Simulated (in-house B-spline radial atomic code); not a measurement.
A fraction x of an electron is removed from 5p in Sb⁺, starting from [Kr] 4d10 5s2 5p2 and keeping the highest spin. Computed with an all-electron radial atomic-structure program (B-spline basis): scalar-relativistic (X2C) BHandHLYP, spin-polarised, spherical fractional occupations, Fermi nucleus of rms radius 4.6802 fm.

Caution: exact exchange at fractional occupations of open shells leaves self-interaction of up to several eV.

| x | E(x) - E(0) (eV) | 5p up level (eV) |
| --- | --- | --- |
| 0 | 0.0000 | -13.267 |
| 0.1 | 1.3583 | -13.900 |
| 0.19 | 2.6351 | -14.474 |
| 0.29 | 4.1147 | -15.117 |
| 0.4 | 5.8167 | -15.830 |
| 0.5 | 7.4324 | -16.483 |
| 0.53 | 7.9298 | -16.680 |
| 0.72 | 11.2182 | -17.937 |
| 0.83 | 13.2316 | -18.672 |
| 0.96 | 15.7159 | -19.548 |
| 1 | 16.5032 | -19.819 |

The exact functional would give a straight line between the two integer points. Deviations E(x) - E(0) - x[E(1) - E(0)], in eV: -0.292 at x = 0.1, -0.501 at x = 0.19, -0.671 at x = 0.29, -0.785 at x = 0.4, -0.819 at x = 0.5, -0.817 at x = 0.53, -0.664 at x = 0.72, -0.466 at x = 0.83, -0.127 at x = 0.96.

The curve lies below the straight line by up to 0.819 eV (at x = 0.5): convex, the delocalisation error, to which spherically averaged exact exchange adds.

(1) How well does Slater's transition state (minus the level at half occupation) give the ionisation energy?

## Answers

(1) It gives 16.483 eV against 16.503 eV from the two total energies; NIST lists 16.63 eV, ground level to ground level. The end point has an open shell averaged over its orbitals, so its exact exchange keeps a self-interaction and this is no true integer point.
